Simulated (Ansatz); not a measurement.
`[SH][SnH2][Cl]` + H₂ → `[SH][SnH3]` + HCl at 700 K and 1 bar (hydrogenolysis of the Sn–Cl bond).

Computed with Ansatz on PBE0-D4/def2-TZVP structures; ΔE is electronic, products minus reactants. CCSD(T)/CBS is the MP2 limit (def2-TZVPP, def2-QZVPP) plus CCSD(T) − MP2 in def2-TZVPP, frozen cores. This one scheme is used for every species. Elements past krypton have def2 core potentials. For Sn outer-core shells are correlated without core-valence functions, which leaves a few kJ/mol of doubt a bond. One conformer a species, not always the lowest.

```csv
species,CCSD(T)/CBS energy (Eh),H − E (kJ/mol),S (J/(mol·K))
`[SH][SnH2][Cl]`,-1073.44145,120.7,417.4
H₂,-1.17544,46.8,155.3
`[SH][SnH3]`,-614.20548,127.7,376.2
HCl,-460.38127,38.4,211.8
```

H − E and S are ideal-gas, rigid-rotor, harmonic terms from PBE0-D4/def2-TZVP, for one conformer and one mirror image of each species. The MP2-based limit puts H₂ 0.8 mEh under its directly extrapolated value; such offsets cancel only in part. 1 Eh = 2625.50 kJ/mol, R = 8.31446 J/(mol·K).

By hand: ΔE, ΔH, ΔS and ΔG.

ΔE = (-614.20548) + (-460.38127) − (-1073.44145) − (-1.17544) = 0.03014 Eh = 79.1 kJ/mol. Δ(H − E) = 127.7 + 38.4 − 120.7 − 46.8 = -1.4, so ΔH = 77.7 kJ/mol. ΔS = 376.2 + 211.8 − 417.4 − 155.3 = 15.3 J/(mol·K). ΔG = 77.7 − 700 × (15.3)/1000 = 67.0 kJ/mol.

By hand: the equilibrium constant, and the temperature at which ΔG would vanish if ΔH and ΔS stayed fixed.

log₁₀ K = −ΔG/(RT ln 10) = -5.0. ΔG = 0 at ΔH/ΔS = 5078 K, far beyond where these terms or the molecules hold.

ΔH outweighs TΔS. A doubt of 5 kJ/mol in ΔE shifts log₁₀ K by 0.4 here. Other conformers and mirror images would add mixing entropy, several J/(mol·K) or more a flexible species. These are equilibria of isolated gas molecules and say nothing of rates. Largest T1 diagnostic: 0.012 (customary marks: 0.02 for closed shells, 0.045 for open ones).
